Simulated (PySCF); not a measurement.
Geometries of 3 isomers of C2H5F3Si, from PBE0-D3(BJ)/def2-SVP geometry optimisation, gas phase in PySCF 2.14.0. One conformer each, no zero-point energy, no frequencies.

Problem. Which is lowest in electronic energy at this level?
A.
```xyz
11
angstrom
C     -1.408    0.562    0.646
Si    -0.173   -0.787    0.261
C      1.445    0.062   -0.366
F      1.226    0.762   -1.492
F      2.425   -0.816   -0.629
F      1.923    0.930    0.543
H     -1.012    1.228    1.427
H     -1.606    1.166   -0.253
H     -2.361    0.140    0.999
H      0.204   -1.581    1.465
H     -0.627   -1.693   -0.831
```
B.
```xyz
11
angstrom
Si    -0.472   -0.407   -1.277
C     -0.189   -0.441    0.539
C      0.667    0.721    1.044
H      0.278   -1.411    0.781
H     -1.177   -0.450    1.030
H      0.810    0.665    2.133
H      1.663    0.718    0.576
H      0.200    1.692    0.819
F      0.909   -0.422   -2.096
F     -1.259    0.915   -1.739
F     -1.332   -1.665   -1.780
```
C.
```xyz
11
angstrom
F     -1.169    1.532   -0.717
C     -1.352    0.332   -0.151
F     -2.459   -0.192   -0.689
F     -1.607    0.541    1.148
C     -0.160   -0.560   -0.343
Si     1.470    0.065    0.402
H     -0.025   -0.713   -1.425
H     -0.400   -1.542    0.093
H      1.353    0.190    1.883
H      2.518   -0.945    0.070
H      1.843    1.382   -0.188
```

Solution. B. That is SiEtF3 (`CC[Si](F)(F)F`), 114.4 kcal/mol below the next.

```tsv
SMILES	atoms numbered as above	E (Eh)	relative (kcal/mol)	relative (kJ/mol)	dipole (D)
CC[Si](F)(F)F	–	-667.56750	0.0	0.0	2.69
FC(F)(F)C[SiH3]	[F:1][C:2]([F:3])([F:4])[CH2:5][SiH3:6]	-667.38527	114.4	478.5	2.02
C[SiH2]C(F)(F)F	[CH3:1][SiH2:2][C:3]([F:4])([F:5])[F:6]	-667.37949	118.0	493.6	2.44
```
